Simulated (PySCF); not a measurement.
# Nuclear quadrupole coupling in `CC(=O)[C@@H]1C[Si@H]1S[SiH](O)O`

C4H10O3SSi2.
Z-matrix (Å and degrees, GFN2-xTB geometry), rows numbered from 1:
```
C 
C   1  1.5079
O   2  1.2434  1  120.27
C   2  1.4241  1  119.22  3   176.98
C   4  1.5224  2  126.78  1    -3.54
Si  5  1.8818  4   68.98  2  -100.66
S   6  2.0881  4  112.22  5   118.77
Si  7  2.2641  6  101.33  4    35.76
O   8  1.6175  7  103.85  6   -94.07
O   8  1.5751  7  111.81  6    27.51
H   1  1.0885  2  109.96  3   123.79
H   1  1.0870  2  109.41  3     3.64
H   1  1.0880  2  110.49  3  -116.52
H   4  1.0829  2  113.89  1   153.94
H   5  1.0811  4  116.17  6   112.86
H   5  1.0817  4  114.17  6  -115.40
H   6  1.4481  4  115.85  5  -103.07
H   8  1.4421  7  102.01  6   145.23
H   9  0.9539  8  121.88  7   -49.81
H  10  1.0113  8  133.95  7   -73.59
```

Field gradients from the PBE0/pcSseg-1 density (PySCF, non-relativistic), principal values in atomic units, ordered |Vxx| ≤ |Vyy| ≤ |Vzz|:

```csv
atom,Vxx,Vyy,Vzz
O3,0.7107,0.9375,-1.6481
S7,0.0149,1.5200,-1.5349
O9,-0.4103,-1.0985,1.5088
O10,-0.4679,-0.7339,1.2018
```

**Question.** Find the asymmetry η = (Vxx − Vyy)/Vzz and the couplings χ = eQV/h (234.96 MHz × Q in barn × V in au), with Q(17O) = −0.0256 b, Q(33S) = −0.0678 b.

**Answer.** 
```json
{"atom": "O3", "environment": "ketone oxygen", "nucleus": "17O", "η": "0.14", "χzz (MHz)": "9.91", "χxx (MHz)": "-4.27", "χyy (MHz)": "-5.64"}
{"atom": "S7", "environment": "sulfur bonded to 2 Si", "nucleus": "33S", "η": "0.98", "χzz (MHz)": "24.45", "χxx (MHz)": "-0.24", "χyy (MHz)": "-24.21"}
{"atom": "O9", "environment": "silanol oxygen", "nucleus": "17O", "η": "0.46", "χzz (MHz)": "-9.08", "χxx (MHz)": "2.47", "χyy (MHz)": "6.61"}
{"atom": "O10", "environment": "silanol oxygen", "nucleus": "17O", "η": "0.22", "χzz (MHz)": "-7.23", "χxx (MHz)": "2.81", "χyy (MHz)": "4.41"}
```

At S7 η is above 0.9: Vyy and Vzz are nearly equal in size and opposite in sign, so a small change could swap them and flip the sign of χzz. 

**Question.** What is Vzz at O10 in SI units (1 au = 9.71736 × 10²¹ V/m²)?

**Answer.** 1.2018 au = 11.678 × 10²¹ V/m².

**Question.** And the gradient at the other heavy atoms, for which no coupling is worked out here?

**Answer.** 
```
atom                       environment  Vzz (au)     η
  C1  methyl carbon next to a carbonyl    -0.072  0.66
  C2            ketone carbonyl carbon     0.564  0.19
  C4       sp3 carbon bound to silicon     0.117  0.43
  C5       sp3 carbon bound to silicon     0.121  0.62
 Si6                       SiH silicon     0.455  0.51
 Si8              oxygen-bound silicon     0.671  0.69
```

**Question.** What couplings would deuterons (Q(2H) = 0.00286 b) have in place of the hydrogens, at this geometry?

**Answer.** 
| atom | bonded to | bond length (Å) | Vzz (au) | η | χzz (kHz) |
| --- | --- | --- | --- | --- | --- |
| H11 | C1 | 1.089 | 0.3120 | 0.02 | 210 |
| H12 | C1 | 1.087 | 0.3118 | 0.01 | 210 |
| H13 | C1 | 1.088 | 0.3133 | 0.04 | 211 |
| H14 | C4 | 1.083 | 0.3185 | 0.09 | 214 |
| H15 | C5 | 1.081 | 0.3322 | 0.07 | 223 |
| H16 | C5 | 1.082 | 0.3302 | 0.06 | 222 |
| H17 | Si6 | 1.448 | 0.1735 | 0.07 | 117 |
| H18 | Si8 | 1.442 | 0.1725 | 0.01 | 116 |
| H19 | O9 | 0.954 | 0.5083 | 0.06 | 342 |
| H20 | O10 | 1.011 | 0.2693 | 0.05 | 181 |

Geometry: GFN2-xTB, one conformer, isolated molecule. GFN2-xTB bond lengths can be off by several hundredths of an ångström, more for odd bonds, and the gradients follow them. A larger basis could move these couplings by a tenth or more.
